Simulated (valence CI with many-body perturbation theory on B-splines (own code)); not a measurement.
Values are calculated unless marked as measured or tabulated.
## Sensitivity of CI+MBPT for Lu⁵⁶⁺

Level of theory: valence CI with perturbative core correlation (CI+MBPT): five valence electrons over a frozen Dirac-Fock core [Ne], radial functions for each j: 6 s, 6 p, 5 d, 3 f, 1 g, with the one-electron correlation potential Σ1, the two-electron term Σ2, the three-electron term Σ3, Breit, model QED; selected CI, second order for the rest, scaled by the run's own slope (own B-spline code, finite nucleus).

The last digits are not significant, and no measured levels were compared; by estimate large intervals hold to a few tenths of a per cent, small ones and those within an open d or f shell to about a per cent. Among the levels kept, up to 680 cm⁻¹ of a level comes from second order outside the variational space, and about a tenth of that is noise between levels of different J, which matters for small intervals.

The reference run has the lowest level (3s^2 3p1/2^2 3p3/2) J=3/2 and an ionisation energy of 5527.37 eV. Its largest variational space holds 10000 state functions.

Levels are named by their leading jj configuration (3d3/2^4 stands for four electrons in 3d with j = 3/2), which in mixed levels can hold well under half, so a name can repeat and another be missing. Letters in brackets count levels of one name in rising energy.

Changed runs:
A. size limit of the variational space 10000 → 1500
B. size limit of the variational space 10000 → 1500; second order for the rest on → off
C. correlating orbitals by l 3 3 3 2 1 → 3 6 3 1 2; scale of Σ2 1 → 1.2
D. highest l in the core sums 6 → 2 (bad on purpose)

Excitation energies of the reference run in cm⁻¹, and shifts in cm⁻¹:

| Level | Reference | A | B | C | D |
| --- | --- | --- | --- | --- | --- |
| (3s^2 3p1/2^2 3d3/2) J=3/2 | 1756010 | -11 | +1743 | -346 | +5524 |
| (3s^2 3p1/2 3p3/2^2) J=3/2 | 2244130 | -7.6 | +710 | +303 | -33 |
| (3s^2 3p1/2 3p3/2^2) J=5/2 | 2335370 | +2.2 | +134 | +240 | +104 |
| (3s^2 3p1/2^2 3d5/2) J=5/2 | 2393390 | -19 | +2550 | -579 | +5503 |
| (3s^2 3p1/2 3p3/2^2) J=1/2 | 2452610 | +9.3 | -908 | +196 | +246 |
| (3s 3p1/2^2 3p3/2^2) J=5/2 | 3561440 | -8.0 | +3049 | -3.7 | +228 |
| (3s 3p1/2^2 3p3/2^2) J=3/2 | 3792010 | -30 | +2769 | -258 | +1487 |
| (3s 3p1/2^2 3p3/2^2) J=1/2 | 3803060 | -14 | +609 | -166 | +793 |
| (3s^2 3p1/2 3p3/2 3d3/2) J=5/2 [a] | 3981920 | -19 | +3343 | -85 | +5584 |
| (3s^2 3p1/2 3p3/2 3d3/2) J=1/2 [a] | 4006140 | -3.7 | +749 | -87 | +5655 |
| (3s^2 3p1/2 3p3/2 3d3/2) J=3/2 [a] | 4006900 | -20 | +2787 | -180 | +5242 |
| (3s^2 3p1/2 3p3/2 3d3/2) J=7/2 | 4076460 | -23 | +2569 | -74 | +5755 |
| Ionisation energy (eV) | 5527.37 | +0.0036 | -0.32 | +0.019 | +0.16 |
